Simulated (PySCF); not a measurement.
**Ionisation energy of Ge+ by level of theory**

Ge+ [Ar] 3d10 4s2 4p1 (2P) → Ge(2+) [Ar] 3d10 4s2 (1S), as a difference of total energies. Computed with PySCF 2.14 in def2-QZVPPD, with the non-relativistic Hamiltonian (point nucleus). Correlated levels: valence: [Ar] 3d10 frozen. The calculations carry no spin-orbit coupling.

Q: Order these methods by the ionisation energy they give, lowest first.
A. CCSD(T) (valence)
B. CCSD (valence)
C. SCS-MP2 (valence)
D. UHF

A: D (15.264 eV), C (15.514 eV), B (15.585 eV), A (15.609 eV).

A first-order spin-orbit estimate (lowest level to lowest level, LS coupling) adds 0.126 eV.

These non-relativistic numbers lack the scalar-relativistic shift.

Errors of the correlated levels include the incompleteness of this basis and the frozen core.

For comparison: 15.935 eV (measured; NIST Atomic Spectra Database, ionization energies).
